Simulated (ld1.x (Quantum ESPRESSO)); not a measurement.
## Transferability test, ultrasoft potential for molybdenum

ld1.x (Quantum ESPRESSO) 7.5 input, shortened:

```
&input
   title='Mo', zed=42., rel=1, dft='PZ', iswitch=3,
   config='[Kr] 4d6 4f-2 5s0 5p0'
 /
 &inputp
   pseudotype=3, tm=.true., lloc=-1, rcloc=2.40,
   nlcc=.false.
 /
7
5S  1  0   0.00   0.00  2.70  3.50  0.0
5S  1  0   0.00   0.15  2.70  3.50  0.0
5P  2  1   0.00   0.00  3.45  4.10  0.0
5P  2  1   0.00   2.70  3.45  4.10  0.0
4D  3  2   6.00   0.00  2.30  2.45  0.0
4D  3  2   0.00   0.60  2.30  2.45  0.0
4F  4  3  -2.00   0.50  3.00  3.50  0.0
 &test
   configts(1)='4d6 5s0 5p0'
 /
```

Energies are relative to the spin-unpolarised reference configuration 4d6 5s0 5p0; without spin polarisation the order of configurations can differ from experiment. Not all tests gave a result: test run stopped at test 8 of 9 (negative rho). The frozen-core shift is the all-electron ΔE with the core orbitals held at their reference shape minus the fully relaxed ΔE.

| valence configuration | charge | ΔE all-electron (eV) | error AE − PS (meV) | frozen-core shift (meV) |
| --- | --- | --- | --- | --- |
| 4d5 5s1 5p0 | 0 | -0.822 | -125 | +18 |
| 4d5 5s0 5p0 | +1 | 6.364 | -208 | +15 |
| 4d4 5s0 5p0 | +2 | 22.067 | -814 | +161 |
| 4d4 5s1 5p0 | +1 | 7.441 | -381 | +118 |
| 4d5.5 5s0.5 5p0 | 0 | -0.512 | -41 | +3.1 |
| 4d3 5s0 5p0 | +3 | 49.028 | -1627 | +687 |

(1) What are ΔE and the potential's error for 4d2 5s0 5p0?

A Bessel basis up to 400 Ry misses an occupied level by 0.14 Ry, so cutoffs and ghosts were not judged.

Answers

(1) ΔE = 88.725 eV all-electron; the error (AE − PS) is -2149 meV.

These tests converged, but a pseudo level misses the all-electron one widely, so the file describes the atom poorly there or has found another state: 4d2 5s0 5p0: empty 5p by 6.1 eV.
